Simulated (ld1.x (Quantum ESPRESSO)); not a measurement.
Varying the TM potential for silver

Base potential:

silver (Ag), norm-conserving Troullier–Martins (Kleinman–Bylander form), made with ld1.x (Quantum ESPRESSO) 7.5 (PBEsol, scalar-relativistic). Core [Ar] 3d10 4s2, reference 4p6 4d10 5s0 5p0 (charge +1). Waves: 4p (bound): rc 1.15 bohr; 4d (bound): rc 1.45 bohr; 5s (bound, empty): rc 1.75 bohr. Local part: the s channel. Core correction: Bessel-smoothed model core inside 0.75 bohr.

All-electron outer shells of the reference configuration (PBEsol, scalar-relativistic, ld1.x):

```csv
shell,level (eV),outermost node (bohr),outermost maximum (bohr)
4s,-103.18,0.44,0.82
4p,-66.76,0.44,0.87
4d,-15.64,0.43,1.04
5s,-11.23,1.11,2.37
5p,-6.17,1.24,3.04
```

Cutoffs, loose and tight: the cutoffs (Ry, on a coarse ladder) from which the occupation-weighted sum of valence levels, in a spherical-Bessel basis at the reference potential, stays within 10 and 1 mRy of its value at 400 Ry. They do not see the model core or the augmentation charge, which bear on the density cutoff. Test errors are all-electron minus pseudo excitation energies from the reference, over the configurations 4p6 4d10 5s1 5p0; 4p6 4d9 5s0 5p0; 4p6 4d8 5s0 5p0; 4p6 4d9 5s1 5p0; 4p5 4d10 5s1 5p0; 4p6 4d10 5s0 5p1; 4p6 4d9 5s1 5p1. A dash means not determined; rows that change the core or the reference have their own tests. The largest error is taken over the tests solved by every variant that gives reliable tests at all: 4p6 4d10 5s0 5p1; 4p6 4d10 5s1 5p0; 4p6 4d8 5s0 5p0; 4p6 4d9 5s0 5p0.

A true bound ghost makes a file unfit for plane-wave use even where its test errors are small: the radial tests pick states by their node count and pass the ghost by. Where a test does run into it, the solver fails or the error is huge.

```csv
change,outcome,"cutoff, loose","cutoff, tight",bound ghosts,largest test error (meV)
base,generated,120 Ry,160 Ry,none,-405
"all radii but the core radius scaled by about 0.77 (s 1.36, p 0.88, d 1.12 bohr)",generated,160 Ry,300 Ry,s (extra level of the local part),-298
"all radii but the core radius scaled by about 0.87 (s 1.52, p 1.00, d 1.26 bohr)",generated,160 Ry,200 Ry,s (extra level of the local part),-326
"all radii but the core radius scaled by about 1.09 (s 1.92, p 1.26, d 1.58 bohr)",generated,80 Ry,140 Ry,none,-464
"all radii but the core radius scaled by about 1.29 (s 2.26, p 1.48, d 1.88 bohr)",generated,60 Ry,100 Ry,none,-462
"all radii but the core radius scaled by about 1.38 (s 2.42, p 1.58, d 2.00 bohr)",generated,55 Ry,90 Ry,none,-435
```

(1) What comes out with this change to the base: all radii but the core radius scaled by about 0.96 (s 1.68, p 1.10, d 1.40 bohr)?

(2) What comes out with this change to the base: all radii but the core radius scaled by about 1.19 (s 2.08, p 1.36, d 1.72 bohr)?

## Answers

(1) outcome: generated; cutoff, loose: 140 Ry; cutoff, tight: 180 Ry; bound ghosts: none; largest test error (meV): -387.

(2) outcome: generated; cutoff, loose: 70 Ry; cutoff, tight: 120 Ry; bound ghosts: none; largest test error (meV): -474.

Reading the sweep of the scale of all radii but the core radius (base = 1) (base included, trends over the rows without a ghost): The loose cutoff falls from 140 Ry at 0.96 to 55 Ry at 1.38. A larger radius leaves more room for a smooth pseudo-wave, so fewer plane waves are needed; a smaller one forces it to follow the all-electron wave where it bends sharply. The median size of the test errors (rows with all tests solved) is not monotonic: lowest 214.7 meV at 0.96, highest 430.0 meV at 1.29. Bound ghosts are found at 0.77, 0.87.
